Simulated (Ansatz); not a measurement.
Mulliken charges of BrHSi, SMILES `[SiH]Br` from r2SCAN/def2-TZVPP in Ansatz (PBE0-D4/def2-TZVP geometry).

```csv
atom,x (Å),y (Å),z (Å),charge (e)
Si1,-0.625,0.522,-0.296,0.289
Br2,1.341,0.401,0.781,-0.199
H3,-0.727,-0.988,-0.499,-0.090
```

Task: By hand: the dipole of these point charges (1 e Å = 4.8032 D).

Result: Σ q r = (-0.382, 0.160, -0.196) e Å, of length 0.458 e Å = 2.20 D.

Task: How does the dipole of the full density compare? (Best estimate.)

Result: Computed: (-0.155, -0.045, -0.090) e Å, 0.89 D; the point charges give 2.47 times that, at 35° from its direction.

Point charges leave out the atoms' own dipoles, such as those of lone pairs, and Mulliken's split depends on the basis, so the two needn't agree.
